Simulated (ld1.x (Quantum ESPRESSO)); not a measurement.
# Logarithmic derivatives: cobalt (Co), RRKJ

Co, norm-conserving RRKJ (Kleinman–Bylander form), made with ld1.x (Quantum ESPRESSO) 7.5 (PBE, scalar-relativistic). Core [Ar], reference 3d7 4s1.75 4p0.25. Waves: 4p (bound): rc 2.40 bohr; 3d (bound): rc 1.80 bohr; 4s (bound): rc 1.70 bohr. Local part: the s channel. Core correction: none.

The phase is arctan(r·u′/u) with u = r·R(r), unwrapped; energies in Ry, scanned from -3 to 5 Ry. A pole is an energy at which the radial function vanishes at the test radius. The pseudo phase is shifted by a multiple of π to meet the all-electron one at the reference energy, and phase errors are pseudo minus all-electron; the curves can meet again beyond the range given. Levels narrower than the energy grid can be missing from the lists of poles.

Problem. For each channel, where are the poles, and over which energies does the pseudopotential scatter like the atom?

Solution.

| channel | radius (bohr) | reference energy (Ry) | poles, all-electron | poles, pseudo | unbroken range about the reference energy with phases within 0.05 rad | phase error 1 Ry above the reference energy (rad) |
| --- | --- | --- | --- | --- | --- | --- |
| s | 2.61 | -0.43 | 1.28 | 1.18 | below 2.2 | -0.007 |
| p | 2.61 | -0.11 | 2.28 | 2.31 | below 4.8 | +0.000 |
| d | 2.61 | -0.64 | -0.54, 4.06 | -0.53 | below 0.5 | +0.037 |

Phases in the p channel:

```json
{"E (Ry)": "-3.00", "all-electron": "1.333", "pseudo": "1.331"}
{"E (Ry)": "-2.52", "all-electron": "1.307", "pseudo": "1.305"}
{"E (Ry)": "-2.04", "all-electron": "1.271", "pseudo": "1.270"}
{"E (Ry)": "-1.56", "all-electron": "1.218", "pseudo": "1.217"}
{"E (Ry)": "-1.08", "all-electron": "1.130", "pseudo": "1.129"}
{"E (Ry)": "-0.60", "all-electron": "0.954", "pseudo": "0.954"}
{"E (Ry)": "-0.12", "all-electron": "0.483", "pseudo": "0.483"}
{"E (Ry)": "0.36", "all-electron": "-0.583", "pseudo": "-0.584"}
{"E (Ry)": "0.84", "all-electron": "-1.181", "pseudo": "-1.180"}
{"E (Ry)": "1.32", "all-electron": "-1.395", "pseudo": "-1.395"}
{"E (Ry)": "1.80", "all-electron": "-1.502", "pseudo": "-1.500"}
{"E (Ry)": "2.28", "all-electron": "-1.570", "pseudo": "-1.568"}
{"E (Ry)": "2.76", "all-electron": "-1.623", "pseudo": "-1.619"}
{"E (Ry)": "3.24", "all-electron": "-1.672", "pseudo": "-1.665"}
{"E (Ry)": "3.72", "all-electron": "-1.725", "pseudo": "-1.713"}
{"E (Ry)": "4.20", "all-electron": "-1.792", "pseudo": "-1.771"}
{"E (Ry)": "4.68", "all-electron": "-1.897", "pseudo": "-1.855"}
```
